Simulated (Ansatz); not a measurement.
Task: Predict a relaxed structure of the cluster ScCl3 (the lowest singlet isomer of a short search), charge 0, singlet, at r2SCAN-D4/def2-SVP (Ansatz).

Result: 
```tsv
atom	x (Å)	y (Å)	z (Å)
Sc1	0.0025	-0.0022	-0.0019
Cl2	-1.1877	-1.2310	-1.4915
Cl3	0.3070	2.2183	-0.3518
Cl4	0.8782	-0.9851	1.8453
```
Point group D3h (tolerance 0.1 Å). The metal has 3 neighbours: Cl 2.27 Å, Cl 2.27 Å, Cl 2.27 Å. This is one stationary point.

The structure comes from a short search, and lower isomers may exist.
